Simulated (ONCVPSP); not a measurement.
## boron, ONCV: configuration errors across variants

ONCVPSP 4.0.1 input, shortened (lines: element, Z, core and valence counts, functional; n l f; lmax; l rc ep ncon nbas qcut; lloc lpopt rc5 dvloc0; l nproj debl; icmod fcfact rcfact), PBE, scalar-relativistic:

```
  B 5.00    1    1        4      upf
    1    0    2.00
    2    0    1.00
    2
    0    1.15    0.00    3    7    5.00
    1    0.90    0.05    5    8   10.50
    2    0.90    0.37    3    6   11.60
    2    5    0.90    0.00
    0    2    2.00
    1    2    1.20
    2    0    1.80
    0    0.00    0.00
```

All-electron excitation energies from the reference (eV): (1) 2s2 2p1 -33.641; (2) 2s2 -25.422; (3) 2s2 2p0.5 -30.754; (4) 2s1 2p1 -19.281.

Errors AE − PS in meV (a dash: test not solved or not reliable):

| change | (1) | (2) | (3) | (4) | bound ghosts | GHOST(+) flags above zero |
| --- | --- | --- | --- | --- | --- | --- |
| base | +125 | +30 | +86 | +131 | none | none |
| s: qcut 3.4 | +115 | +26 | +78 | +121 | none | none |
| d: nproj 1; local potential polynomial inside 0.65 bohr (lpopt 5, dvloc0 0 Ha) | +125 | +30 | +86 | +131 | none | none |
| s: rc 1.56 | +107 | +21 | +72 | +118 | none | none |

(1) Give the same row for: all radii scaled by about 0.87 (s 1.00, p 0.78, d 0.78 bohr).

Results:

(1) +127, +32, +88, +132; bound ghosts: none; GHOST(+) flags above zero: s, p.
